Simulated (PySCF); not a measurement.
**Spin-rotation constants: `C1(Cl)=C[C@H](Cl)[C@H](CF)O1`, C5H5Cl2FO**

Geometry (Å), atoms numbered from 1 in this order:
```xyz
14

F    -2.605   -0.063    1.302
C    -1.841   -0.086    0.168
C    -0.373   -0.279    0.538
O     0.188    0.958    0.985
C     1.398    1.090    0.398
Cl    2.308    2.427    0.891
C     1.719    0.126   -0.467
C     0.546   -0.779   -0.598
Cl   -0.200   -0.575   -2.242
H    -1.991    0.867   -0.347
H    -2.200   -0.919   -0.442
H    -0.324   -0.980    1.383
H     2.606    0.054   -1.060
H     0.768   -1.842   -0.531
```

Level of theory: GIAO B3LYP/pcSseg-1 magnetisability, rotational g tensor and spin-rotation constants, non-relativistic, gas phase in PySCF 2.14.0. Geometry: GFN2-xTB.

(1) Give the nuclear spin-rotation constants along the inertial axes (H = +C I·J) beside the isotropic shieldings.

Results:

(1) Rotational constants 1.4899, 0.8181, 0.5713 GHz. A star marks the isotopologue with that one atom substituted, in its own axes.
```tsv
atom	isotope	Caa (kHz)	Cbb (kHz)	Ccc (kHz)	mean (kHz)	σ (ppm)
F1	19F	0.391	0.474	0.079	0.315	415.2
Cl6	35Cl	0.195	0.299	0.157	0.217	712.8
Cl9	35Cl	0.308	0.232	0.139	0.226	734.4
H10	1H	-0.128	-0.096	0.040	-0.062	26.6
H11	1H	0.055	-0.067	-0.051	-0.021	26.5
H12	1H	-0.158	-0.056	0.017	-0.066	26.8
H13	1H	-0.099	0.037	-0.071	-0.044	26.8
H14	1H	-0.112	-0.067	0.011	-0.056	26.4
C2	13C*	0.430	0.162	0.162	0.251	91.8
C3	13C*	0.339	0.223	0.157	0.240	91.3
O4	17O*	-0.311	-0.171	-0.108	-0.197	150.3
C5	13C*	0.734	0.274	0.166	0.391	15.7
C7	13C*	0.523	0.242	0.113	0.293	77.1
C8	13C*	0.344	0.190	0.133	0.223	108.3
```
For the geometry as given, no vibrational averaging.
